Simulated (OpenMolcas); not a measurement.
Computed levels of 4d3 in ions with 39 electrons, in cm-1 above 4F 3/2.

```
Program             : OpenMolcas 26.06
Method              : MS-CASPT2, IPEA 0.25 Eh, imaginary shift 0.1 Eh
Basis               : ANO-RCC-VQZP
Scalar Hamiltonian  : DKH2, point nucleus
Spin-orbit coupling : RASSI with atomic mean-field integrals over the reference wave functions, term energies averaged over their components
```

Active space for each ion: 3 electrons in 5 orbitals (4d); closed shells correlated by CASPT2: 4s 4p.

| Level | Tc4+ | Ru5+ | Pd7+ |
| --- | --- | --- | --- |
| 4F 5/2 | 1033 | 1385 | 2310 |
| 4F 7/2 | 2310 | 3060 | 4980 |
| 4F 9/2 | 3740 | 4880 | 7720 |
| 4P 3/2 | 12330 | 13600 | 16360 |
| 4P 1/2 | 12400 | 13740 | 16820 |
| 2G 7/2 | 13820 | 15670 | 19910 |
| 4P 5/2 | 14050 | 15890 | 20280 |
| 2G 9/2 | 14720 | 16730 | 21200 |
| 2P 1/2 | 17370 | 20030 | 25650 |

Problem. Estimate 4F 9/2, 4P 3/2, 4P 1/2 for Rh6+ from its neighbours Ru5+ and Pd7+.

Solution. 4F 9/2 is fine structure, which grows about as the fourth power of a screened charge, so the fourth roots are averaged: ((4880^0.25 + 7720^0.25) / 2)^4 = 6178. The calculation gives 6190, so the estimate is off by -0.2 %.
4P 3/2 is another term, which grows about linearly with the charge: (13600 + 16360) / 2 = 14980. The calculation gives 14950, so the estimate is off by +0.2 %.
4P 1/2 is another term, which grows about linearly with the charge: (13740 + 16820) / 2 = 15280. The calculation gives 15220, so the estimate is off by +0.4 %.

Mixed levels, with the weight of the term that names them: Rh6+ 2G 9/2 (69 %), Pd7+ 4P 3/2 (73 %), Pd7+ 2G 9/2 (62 %).

CASPT2 breaks the degeneracy within a term, and the mean is taken; among the terms shown or strongly mixed into the levels shown the widest spread is 800 cm-1 (4d3 4F, Ru5+). Levels of configurations outside the active space are missing.
